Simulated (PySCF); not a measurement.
CH12Si5, SMILES [SiH3][Si]1([SiH3])[SiH2]C[SiH2]1. Coordinates come from a PBE-D3(BJ)/def2-SVP optimisation. This is a generated structure with no PubChem entry under its InChIKey; it may be hypothetical.

Give the equilibrium geometry at PBE-D3(BJ)/def2-SVP (PySCF confirms it by a frequency run) as Cartesian coordinates in Å, and its point group. (Estimate from the structure and the level; the computed values follow.)

point group Cs.
```xyz
18

Si    -1.3799    -2.3975     0.0000
Si    -0.0198    -0.4929     0.0000
Si     2.2840    -0.9303     0.0000
Si    -0.4551     1.3415    -1.4384
C     -0.0557     2.5472     0.0000
Si    -0.4551     1.3415     1.4384
H     -1.1120    -3.2362    -1.2220
H     -2.8281    -1.9870     0.0000
H     -1.1120    -3.2362     1.2220
H      2.6940    -1.7088    -1.2226
H      2.6940    -1.7088     1.2226
H      3.0282     0.3813     0.0000
H      0.3570     1.5297    -2.6947
H     -1.9173     1.4083    -1.7978
H     -0.5863     3.5204     0.0000
H      1.0383     2.7439     0.0000
H     -1.9173     1.4083     1.7978
H      0.3570     1.5297     2.6947
```
